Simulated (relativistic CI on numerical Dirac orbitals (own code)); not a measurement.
# Tm⁴⁺: 4d photoemission

Computed with this model: Dirac-Coulomb-Breit CI, orbitals from a KLI potential per configuration, model QED (radiative potential, 1s self-energy scaled to tabulated hydrogen-like ionisation energies), valence Slater integrals scaled by 0.8, multiplet model of photoemission in the sudden approximation; configurations [Xe] 4f11 → [Kr] 4d9 4f11 5s2 5p6; 300 K; Lorentzian 1 eV and Gaussian 0.6 eV FWHM. Energies are those of the free ion, without screening or charge transfer. The energies are binding energies and can lie tens of eV above those of solids. S is read from ⟨S²⟩ = S(S + 1).

Computed curve for free ion, scaled to 100 at the maximum (points under 2 are left out and the grid is thinned):

| Energy (eV) | Intensity |
| --- | --- |
| 229.0 | 2.1 |
| 229.6 | 2.5 |
| 230.4 | 3.4 |
| 231.0 | 4.4 |
| 231.8 | 7.0 |
| 232.4 | 11.0 |
| 233.2 | 27.7 |
| 233.8 | 70.9 |
| 234.6 | 88.1 |
| 235.2 | 72.0 |
| 236.0 | 80.3 |
| 236.6 | 85.3 |
| 237.2 | 52.8 |
| 238.0 | 38.9 |
| 238.6 | 37.6 |
| 239.4 | 37.0 |
| 240.0 | 40.9 |
| 240.8 | 39.8 |
| 241.4 | 25.0 |
| 242.2 | 23.5 |
| 242.8 | 27.6 |
| 243.6 | 31.9 |
| 244.2 | 52.0 |
| 245.0 | 38.8 |
| 245.6 | 25.8 |
| 246.2 | 22.5 |
| 247.0 | 26.9 |
| 247.6 | 40.8 |
| 248.4 | 38.8 |
| 249.0 | 38.5 |
| 249.8 | 36.9 |
| 250.4 | 46.6 |
| 251.2 | 33.3 |
| 251.8 | 32.0 |
| 252.6 | 51.6 |
| 253.2 | 33.3 |
| 253.8 | 25.7 |
| 254.6 | 30.9 |
| 255.2 | 45.8 |
| 256.0 | 24.3 |
| 256.6 | 12.2 |
| 257.4 | 10.4 |
| 258.0 | 16.1 |
| 258.8 | 28.9 |
| 259.4 | 17.1 |
| 260.2 | 8.0 |
| 260.8 | 7.5 |
| 261.6 | 11.0 |
| 262.2 | 19.5 |
| 262.8 | 38.6 |
| 263.6 | 24.4 |
| 264.2 | 14.2 |
| 265.0 | 18.6 |
| 265.6 | 39.3 |
| 266.4 | 29.1 |
| 267.0 | 11.6 |
| 267.8 | 5.8 |
| 268.4 | 5.2 |
| 269.2 | 3.3 |
| 269.8 | 2.2 |

The ground state has S = 1.47, and the centroid lies at 246.46 eV.
